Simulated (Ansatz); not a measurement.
H4Si2, charge -1, doublet, at a GFN2-xTB geometry of the parent state (a state made from the parent by changing its charge; the spin is typed, not shown lowest) (a gas-phase anion, which may not be bound at this level); PBE/def2-SVP in Ansatz (a first-principles code).

The Ansatz input:
Ansatz 0.2 input:
```yaml
crystal:
  periodic: [false, false, false]
  atoms:
    - {symbol: Si, position_ang: [0.01921758, 1.02177692, 0.66747900]}
    - {symbol: H, position_ang: [-0.43006669, 2.36503207, 0.26011259]}
    - {symbol: Si, position_ang: [0.00702078, -0.89416620, -0.51957417]}
    - {symbol: H, position_ang: [0.81894889, -0.88144975, -1.74910277]}
    - {symbol: H, position_ang: [-1.32097621, -1.35750819, -0.95874128]}
    - {symbol: H, position_ang: [0.56475699, -1.91262422, 0.37706385]}
basis:
  gaussian:
    orbitals: def2-SVP
hamiltonian:
  xc: pbe
total_charge: -1
magnetization: {spin_polarized: false, initial_magnetization: 1}
```

Question: What does Ansatz print? Leave out banner, timings and long lists.

Answer: 
```
Functional definition: PBE
624 factors; their error is unknown
mean field evaluation 1: about -15804.4234 eV, gradient 1.4e1 eV
mean field evaluation 2: about -15803.8280 eV, gradient 1.7e1 eV
mean field evaluation 4: about -15805.2668 eV, gradient 5.8e-1 eV
mean field evaluation 8: about -15805.2074 eV, gradient 8.4e-2 eV
mean field evaluation 16: about -15804.3614 eV, gradient 1.4e1 eV
mean field evaluation 32: about -15804.9205 eV, gradient 6.0e0 eV
mean field -15805.20746378 eV, -580.8306611396 hartree, gradient 3.8e-5 eV, S^2 0.750000; 5 other end points of the search recorded, 0 dependent functions left out
reference -15805.20749772 eV, -580.8306623869 hartree; 17, 16 occupied and 39, 40 virtual orbitals, 624 factors
Total energy: -15805.20749772 eV, -580.8306623869 hartree
```
